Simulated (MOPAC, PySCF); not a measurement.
C$_{2}$H$_{7}$GaO$_{2}$, SMILES `C[O][GaH][O]C` (C–O–Ga–O torsion 0°, O–Ga–O–C torsion -180°), neutral singlet in the gas phase. 

Cartesian coordinates (Å):
```xyz
12

C     -2.3389     0.2936     0.6119
O     -1.8425    -0.7372    -0.2126
Ga    -0.1360    -0.9648    -0.6565
O      0.9409     0.2720     0.0591
C      2.3326     0.3562    -0.1095
H     -1.5501     0.9759     0.9765
H     -2.8502    -0.1386     1.4916
H     -3.0825     0.8960     0.0585
H      0.3218    -2.1292    -1.5708
H      2.8440     0.2986     0.8694
H      2.7529    -0.4458    -0.7492
H      2.6082     1.3232    -0.5701
```
Charge 0, multiplicity 1.

All levels are single points at this geometry (B3LYP-D3(BJ)/def2-SVP); Pople sets use spherical d functions. Orbital energies aren't observables, and empty levels follow the basis.

PM7 in MOPAC gives dipole (D) = 2.58.

Estimate the dipole (D) from each of these levels: ωB97X-D3(BJ)/def2-TZVP in PySCF; B3LYP/3-21G in PySCF; B3LYP/6-311+G** (LANL2DZ on Ga) in PySCF; B3LYP/LANL2DZ in PySCF; PBE/6-31G* in PySCF; HF/3-21G in PySCF; HF/6-31G* in PySCF; PM6 in MOPAC.


```csv
level,dipole (D)
ωB97X-D3(BJ)/def2-TZVP in PySCF,1.35
B3LYP/3-21G in PySCF,1.46
B3LYP/6-311+G** (LANL2DZ on Ga) in PySCF,1.64
B3LYP/LANL2DZ in PySCF,1.86
PBE/6-31G* in PySCF,1.22
HF/3-21G in PySCF,1.86
HF/6-31G* in PySCF,1.65
PM6 in MOPAC,1.90
```
